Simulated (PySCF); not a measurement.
Computed Raman spectrum (relative Raman activity) of a molecule C4H7NSi. The structure is a stationary point at B3LYP-D3(BJ)/def2-SVP. One conformer was computed; it need not be the lowest. The numbers are results of B3LYP-D3(BJ)/def2-SVP (PySCF), not measurements. Frequencies are harmonic and unscaled.

ν (cm⁻¹): 601 (vw), 637 (vw), 687 (w), 851 (vw), 939 (w), 1063 (vw), 1311 (w), 1397 (w), 1450 (w), 1457 (w), 1587 (m), 1637 (vw), 2219 (vs), 3012 (s), 3077 (m), 3102 (m), 3123 (s), 3153 (s) (against the strongest line: vs over 80 %, s over 45 %, m over 15 %, w over 4 %, vw less)

### Question
Identify the compound among the candidates.
A. C[Si@H]1C=CN=C1
B. [SiH3]c1cc[nH]c1
C. C/C(C#N)=C/[SiH3]
D. CC1=CN=C[SiH2]1

### Answer
D, CC1=CN=C[SiH2]1
